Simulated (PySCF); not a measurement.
SbI₂, SMILES [I][Sb][I], multiplicity 2. The structure is a stationary point at B3LYP-D3(BJ)/def2-SVP. The multiplicity is an assumed one; other spin states were not compared. The isomer is the one that the SMILES or the coordinates give; other isomers of the formula were not compared. The def2 effective core potentials stand for the cores of I, Sb; spin–orbit coupling is left out.

Computed equilibrium geometry at B3LYP-D3(BJ)/def2-SVP (PySCF confirms it by a frequency run) as bond lengths and angles, and its point group:
point group C2v.
Atoms: Sb1 I2 I3. Bonds (Å): Sb1–I2 2.750, Sb1–I3 2.750. Angles (°): I2–Sb1–I3 101.3.
Charge 0, spin multiplicity 2.
